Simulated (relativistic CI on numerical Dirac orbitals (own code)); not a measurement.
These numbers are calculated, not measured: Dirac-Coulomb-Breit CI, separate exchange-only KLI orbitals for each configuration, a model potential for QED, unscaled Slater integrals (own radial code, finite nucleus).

The strongest absorption lines from the ground level of an ion, among the configurations computed and to levels below about 1110 eV (vacuum wavelength in nm, gf): 1.1342 (0.87), 1.1346 (1.2), 1.1428 (0.45), 1.1646 (0.86), 1.4050 (0.37), 1.4117 (0.75), 1.4119 (0.38), 4.2659 (0.94).

Q: Which ion is it?
A. Ce³³⁺
B. Gd³⁷⁺
C. Ce²⁹⁺
D. Ce³¹⁺

A: D. Ce³¹⁺ has 27 electrons and the ground level 3s²3p⁶3d⁹ ²D5/2; the strongest line goes to 3s²3p⁶3d⁸4f ⁴G°7/2. The pattern of lines fixes the number of electrons, and along that sequence the line energies rise steadily with the charge (about as its square where n changes within one kind of shell, about linearly where n is kept but much faster in heavy ions where fine structure, which grows about as Z⁴, sets the gap, and irregularly where shells cross), which fixes Z. Configurations outside the model, such as inner-shell arrays, can give stronger lines. At this charge energies of transitions that change n are usually good to better than 1 %, and those within a shell (Δn = 0) to a few per cent.

LS names give the leading component of a level, which can be under half, so a name can repeat, a term be missing and a line seem to break the LS rules.
